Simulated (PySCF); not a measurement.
H6Ge2Mg, SMILES [GeH3][Mg][GeH3], singlet (PBE0/def2-SVP optimised geometry):

```
9

Mg    -1.610    -2.101    -1.955
Ge    -2.648    -3.454    -3.910
H     -1.596    -4.155    -4.805
H     -3.599    -4.584    -3.442
H     -3.494    -2.590    -4.880
Ge    -0.573    -0.748     0.000
H      0.977    -0.748     0.000
H     -0.977     0.748     0.000
H     -0.977    -1.276     1.400
```

Method: PBE0/def2-TZVP run with PySCF.

Q: What are the frontier orbital energies and the dipole moment?

A: HOMO-2 -9.14 eV, HOMO-1 -8.04 eV, HOMO -6.63 eV, LUMO -1.30 eV, LUMO+1 -1.30 eV; dipole moment 0.00 D.

On the same geometry PBE/def2-TZVP run with PySCF gives HOMO-2 -7.89 eV, HOMO-1 -6.99 eV, HOMO -5.69 eV, LUMO -1.93 eV, LUMO+1 -1.93 eV; dipole moment 0.00 D.

Meta-Löwdin charges at PBE0/def2-TZVP: Mg1 1.09, Ge2 -0.42, H3 -0.04, H4 -0.04, H5 -0.04, Ge6 -0.42, H7 -0.04, H8 -0.04, H9 -0.04.
